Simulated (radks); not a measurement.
The numbers below are computed, except where a source is named.
Numerical settings for neutral calcium, [Ar] 4s2. Code: a radial shooting solver on a logarithmic mesh with Libxc functionals. Model: Dirac Kohn-Sham, PBE, spin-unpolarised, spherical densities, point nucleus. The defaults (mesh step 0.008 in ln r, mesh end at 40 bohr or more with all orbitals vanishing there, Anderson mixing 0.5 over 9 steps, residual threshold near 1e-9 with the energy settled to 1e-9 hartree or 1e-11 of itself, here a cap of 97 iterations) give E = -680.3297 hartree and 4s1/2 at -3.766 eV in 14 iterations. Run on one thread of a shared host, so times are rough (Arm Neoverse V1): 0.08 s of CPU time, 0.08 s wall, 14 iterations on 2669 mesh points. Changes against that run (0 stands for a change within the tolerance of the run):

setting                    iterations  converged  E (mhartree)  e(4s1/2) (meV)  CPU (s)
mesh step in ln r 0.03             14        yes     -0.000102               0     0.03
mesh step in ln r 0.2              12         no      diverged               -     0.02
mesh step in ln r 0.12              4         no      diverged               -     0.01
mesh end (bohr) 20                 14        yes             0         +0.0146     0.08
mesh end (bohr) 400                14        yes             0               0     0.08
residual threshold 1e-13           21        yes             0               0     0.11
residual threshold 0.1              8        yes             0          -0.081     0.06
mixing 1                           11        yes             0               0     0.07
linear mixing, mixing 0.8          21        yes             0               0     0.11
linear mixing, mixing 0.2          89        yes             0               0     0.36
mixing history 2                   20        yes             0               0      0.1
iteration cap 2                     2         no         +45.4       -2.21e+03     0.02

No run marked as converged misses the energy by more than 1 mhartree. A mesh that ends early acts as a hard wall.
